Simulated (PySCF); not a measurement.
## Two-component Hartree-Fock for Ni (nickel, neutral)

Start: [Ar] 3d7 4s2 5s1; 3d3/2 filled at m_j = +1/2, +3/2; 3d5/2 filled at m_j = -3/2, -1/2, +1/2, +3/2, +5/2; 5s1/2 filled at m_j = +1/2. Calculated with PySCF 2.14 in x2c-SVPall-2c with one added diffuse shell each of s, d type (6s5p4d1f, 48 functions): generalised Hartree-Fock with the X2C-1e Hamiltonian and a Gaussian nucleus; one run each with spin-orbit coupling (SO) switched off, then screened by Boettger's factors. This is a chosen level, not necessarily the ground level.

```tsv
spinor shell	electrons	ε, spin-free (eV)	ε, screened SO (eV)	weight of nominal j (screened SO)	rms radius, screened SO (bohr)
1s1/2	2	-8414.7	-8414.6	1.000	0.0625
2s1/2	2	-1065.8	-1065.8	1.000	0.265
2p1/2	2	-915.32	-927.85	0.996	0.236
3s1/2	2	-149.57	-149.55	1.000	0.792
3p1/2	2	-102.81	-108.60	0.650	0.841
3p3/2	4	-102.81	-99.918	0.825	0.846
3d5/2	5	-32.856	-34.037	0.577	1.00
3d3/2	2	-32.856	-29.922	0.675	1.04
4s1/2	2	-13.627	-13.625	1.000	2.75
5s1/2	1	-2.603	-2.603	1.000	8.25
```

Question: Where does 2p3/2 lie, and what is the 2p spin-orbit splitting (screened SO)?

Answer: At -909.13 eV, 18.718 eV above 2p1/2.

```
   quantity    spin-free  screened SO
E (hartree)  -1518.49989  -1518.53020
        M_J            5            5
       ⟨J²⟩       30.006       30.006
       ⟨L²⟩       12.003       12.026
       ⟨S²⟩        6.003        5.993
```

Each row is a mean over spinors that exchange with the open shell spreads, by up to 13.118 eV (3p3/2).

Rows whose weight is well below 1 are mixtures of j = l ± 1/2: exchange outweighs spin-orbit coupling there, and the label is only the starting occupation.

Without spin-orbit coupling the j labels of p, d and f shells carry no meaning; the spin-free column gives the mean over the occupied spinors of each nl shell.
